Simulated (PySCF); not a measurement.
Electron correlation in In⁻ (indium, charge -1)

[Kr] 4d10 5s2 5p2, high-spin 3P determinant. All numbers are calculated (PySCF 2.14, scalar relativity by spin-free X2C-1e, in aug-cc-pVTZ-DK3 (8s7p5d2f, 68 functions)). Frozen: [Kr] 4d10; 4 electrons correlated.

MP2 pair energies summed by pair of shells (mhartree):

```
 pair  energy  share (%)
5s-5p  -21.62       53.4
5s-5s  -14.79       36.6
5p-5p   -4.05       10.0
```

Total MP2 correlation energy: -40.45 mhartree.

Same-spin part -8.35 and opposite-spin part -32.11 mhartree; SCS-MP2 scales them by 1/3 and 6/5 to -41.31 mhartree.
